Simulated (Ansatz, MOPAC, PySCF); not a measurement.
Noncovalent pair: HF (SMILES F) (first 2 atoms) with C2H2 (SMILES C#C); geometry from B3LYP-D3(BJ)/def2-TZVP.
(charge 0, multiplicity 1):
```xyz
6

F     -0.03246    -0.01162     0.34874
H     -0.01823    -0.00445     1.28329
C      0.25506    -0.53644     3.39847
C     -0.23015     0.55914     3.39748
H      0.68601    -1.50909     3.40738
H     -0.66091     1.53188     3.40466
```

Counterpoise-corrected where a basis set is named; no monomer relaxation.

The state that PM6 reach isn't checked.

Run with Ansatz (Gaussian orbitals); MOPAC for PM6 (differences of heats of formation); PySCF for the dispersion terms. Each number belongs to the level named beside it.

One of these levels gives -2.74 kcal/mol for the interaction energy. Name it.
A. r2SCAN-D4/def2-TZVPPD
B. revPBE/def2-TZVPPD
C. HF/aug-cc-pVDZ
D. PM6

C, HF/aug-cc-pVDZ. The others give 0.01 (PM6), -3.36 (revPBE/def2-TZVPPD), -5.37 (r2SCAN-D4/def2-TZVPPD)

Ansatz is a quantum-chemistry and plane-wave program.
